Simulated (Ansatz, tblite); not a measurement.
Forces on the cluster Sr5S5⁻ at its PBE-D4/def2-SVP geometry. The state is a doublet with charge -1.

In the def2 sets Sr takes a core potential; there is no spin–orbit coupling. The xTB rows come from tblite. At PBE-D4/def2-TZVPD the gap within one spin of the charge -1 doublet nearly closes, so an electron or hole may be smeared out by delocalisation error. Another isomer (doublet) lies 2.43 eV lower at PBE0-D4/def2-TZVPD; other spin states weren't run for this one.

GFN1-xTB (tblite), largest force 0.92 eV/Å:

```xyz
10
positions Å, forces eV/Å
Sr   -1.779    2.538   -3.823    0.162   -0.296    0.313
Sr    0.961   -2.034    1.904   -0.132    0.165   -0.133
Sr    0.586    1.295   -0.184   -0.178   -0.212   -0.138
Sr    2.247   -0.130    4.897   -0.303   -0.562   -0.662
Sr   -2.042   -1.757   -2.697    0.293    0.545    0.181
S     1.416   -2.657    4.561    0.163    0.821   -0.274
S    -0.322   -1.393   -0.564    0.029    0.293    0.111
S    -2.864    0.137   -4.453    0.479    0.237    0.560
S     1.903    0.643    2.254   -0.214   -0.126    0.109
S    -0.106    3.357   -1.895   -0.299   -0.866   -0.068
```

GFN2-xTB (tblite), largest force 0.46 eV/Å:

```
Sr 0.096 -0.153 0.170
Sr -0.073 0.442 -0.108
Sr 0.001 -0.014 0.067
Sr -0.066 -0.019 -0.290
Sr 0.234 0.217 0.224
S 0.021 -0.016 -0.068
S -0.004 -0.053 0.080
S -0.067 -0.084 -0.066
S -0.181 -0.262 -0.070
S 0.039 -0.060 0.060
```

PBE-D4/def2-TZVPD (Ansatz), largest force 0.16 eV/Å:

```
Sr 0.032 -0.022 0.049
Sr 0.040 0.056 0.047
Sr -0.041 -0.031 -0.012
Sr -0.057 -0.086 -0.117
Sr 0.021 0.071 0.005
S 0.023 0.111 -0.009
S -0.037 0.058 -0.073
S 0.077 0.000 0.103
S -0.006 -0.075 0.049
S -0.052 -0.083 -0.042
```
